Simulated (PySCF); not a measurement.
C₂H₃Cl₂Ga, SMILES C=[CH][Ga]([Cl])[Cl].

Geometry: r2SCAN-D4/def2-SVP. The structure was generated by enumeration; whether it is a known compound was not checked. The values are those of a single conformer.

All values below come from PBE/def2-TZVP run with PySCF.

Isolated molecule, no solvent.

| Quantity | Value |
|---|---|
| total energy | -2922.64572 hartree |
| point group | Cs |
| highest occupied level | -7.49 eV |
| lowest empty level | -2.76 eV |
| orbital gap | 4.73 eV |
| dipole moment | 2.90 D |
| quadrupole, principal values (traceless, Buckingham form, about the centre of nuclear charge) | -4.44, 0.52, 3.91 D·Å |
| mean static polarisability | 76.3 bohr³ (11.31 Å³) |
| polarisability, principal values | 48.2, 79.6, 101.1 bohr³ |
